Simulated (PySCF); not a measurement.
Telling isomers of C$_{2}$H$_{9}$NOSi$_{2}$ apart by NMR

- shieldings: GIAO PBE0/pcSseg-1
- coordinates at the GFN2-xTB level
- run in PySCF
- non-relativistic, equivalent nuclei averaged, one computed conformer, no solvent model

Referencing at the same level of theory: TMS for ¹H (σref 31.72) and ¹³C (σref 186.93). Where no couplings were computed, multiplicities follow the n + 1 count of equivalent neighbours, and m marks all less simple cases (inequivalent or close neighbours, rings, F or P nearby). Shifts are as computed. Against solution values, carbons near 30 ppm lie about +3 ppm off and those near 130 ppm about +5 ppm. Of 1211 compounds with measured shifts, 218 miss one by over three times the rms of a fit or turn the order of signals round; such compounds aren't used in these exercises. OH and NH positions are gas-phase values without hydrogen bonding to other molecules.

(1) Tabulate the signals of `C/N=C\[SiH2]O[SiH3]`, `C=C[Si@@H](N)[SiH2]O` and their relative energies.

(2) What is the quickest way to tell C/N=C\[SiH2]O[SiH3] from C=C[Si@@H](N)[SiH2]O?

Answers

(1) 
```tsv
SMILES	carbon types	δC	δH	E rel. (kcal/mol)
C/N=C\[SiH2]O[SiH3]	1×CH 1×CH3	179.9, 53.8	8.56 (t, 1H), 5.62 (d, 2H), 5.27 (s, 3H), 3.81 (s, 3H)	2.2
C=C[Si@@H](N)[SiH2]O	1×CH 1×CH2	142.4, 140.6	6.57 (m, 1H), 6.56 (m, 1H), 6.33 (m, 1H), 5.56 (m, 1H), 5.44 (m, 1H), 5.24 (m, 1H), -0.04 (br s, 1H), -0.16 (br s, 2H)	0.0
```

Energies are electronic energies at PBE0/pcSseg-1 on these geometries, without zero-point or thermal terms, each for the one conformer computed, which needn't be the lowest.

(2) Both give the same number of carbon signals, but DEPT or the intensities differ. The first has a methyl carbon bonded to N (CH3) at 53.8 ppm, the second a terminal =CH2 carbon at 140.6 ppm. Their most deshielded carbons lie at 179.9 and 142.4 ppm. In the proton spectra the most deshielded non-exchanging signals are 8.56 (t, 1H) and 6.57 (m, 1H).
